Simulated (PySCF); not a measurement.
**Working out the ionisation energy of Be⁺**

Be⁺ [He] 2s1 (2S) → Be²⁺ 1s2 (1S). All numbers are calculated (PySCF 2.14, the spin-free X2C one-electron Hamiltonian (Gaussian nucleus), in x2c-TZVPPall (5s3p1d, 19 functions)). Frozen: nothing. Energies in hartree (1 hartree = 27.21139 eV):

```
             part  Be⁺ (lower)  Be²⁺ (upper)
              UHF   -14.279502    -13.613415
MP2 opposite-spin    -0.027330     -0.026710
    MP2 same-spin    -0.000575      0.000000
```

What does Hartree-Fock give?

(-13.613415) − (-14.279502) = 0.666087 hartree = 18.125 eV.

What do MP2 and SCS-MP2 (6/5 opposite-spin, 1/3 same-spin) give?

The opposite-spin parts differ by 0.017 eV and the same-spin parts by 0.016 eV. MP2: 18.125 + (0.017) + (0.016) = 18.158 eV. SCS-MP2: 18.125 + 1.2 × (0.017) + (0.016)/3 = 18.151 eV.

Measured between the centres of the two terms (NIST): 18.211 eV, so MP2 (valence and next inner shell) is off by -0.053 eV.

What remains against the reference includes basis incompleteness and correlation beyond second order.
